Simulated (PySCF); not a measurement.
Species: C₅H₈F₃OP.
SMILES with atom numbers: `[CH2:1]=[CH:2][CH2:3][P@:4]([CH3:5])(=[O:6])[C:7]([F:8])([F:9])[F:10]` (hydrogens: H11, H12 on C1; H13 on C2; H14, H15 on C3; H16, H17, H18 on C5)

Structure used (PBE0-D3(BJ)/def2-SVP), in Å, numbered top down from 1:
```
atom  x, y, z in Å
C1     2.7683    0.5948    0.3509
C2     1.9277   -0.4390    0.2867
C3     0.7530   -0.5200   -0.6331
P4    -0.7989   -0.5504    0.3291
C5    -1.0419    1.1011    1.0151
O6    -0.9249   -1.6862    1.2864
C7    -2.0770   -0.5951   -1.0566
F8    -1.9416   -1.7008   -1.7860
F9    -1.9235    0.4576   -1.8779
F10   -3.3159   -0.5566   -0.5752
H11    2.6619    1.4628   -0.3082
H12    3.6023    0.6039    1.0569
H13    2.0576   -1.2920    0.9622
H14    0.7236    0.3116   -1.3543
H15    0.7513   -1.4694   -1.1956
H16   -1.0390    1.8697    0.2297
H17   -2.0023    1.1132    1.5494
H18   -0.2311    1.2966    1.7314
```

The closed-shell ground state was solved at several levels (PySCF, density fitting, gas phase, non-relativistic).

```json
{"level": "PBE0/pcSseg-1", "basis functions": "217", "HOMO (eV)": "-7.77", "LUMO (eV)": "-0.45", "gap (eV)": "7.32", "dipole (D)": "4.05"}
{"level": "PBE0/def2-SVPD", "basis functions": "280", "HOMO (eV)": "-7.82", "LUMO (eV)": "-0.58", "gap (eV)": "7.24", "dipole (D)": "4.27"}
```

(1) What might KT2/pcSseg-1 (217 basis functions) give for the same quantities?

(2) Over all these levels, which gives the widest orbital gap and which the narrowest?

(3) How far do the dipole and the HOMO energy spread over the levels?

Answers

(1) HOMO -6.53 eV, LUMO -1.44 eV, gap 5.09 eV, dipole 3.78 D.

(2) PBE0/pcSseg-1 (global hybrid, 25 % exact exchange) has the widest, 7.32 eV, and KT2/pcSseg-1 (GGA) the narrowest, 5.09 eV. The two share the basis. From the narrowest to the widest the HOMO moves by -1.24 eV and the LUMO by +0.99 eV.

(3) The dipole runs from 3.78 to 4.27 D (mean 4.03 D) and the HOMO from -7.82 to -6.53 eV.

One conformer stands for the species.
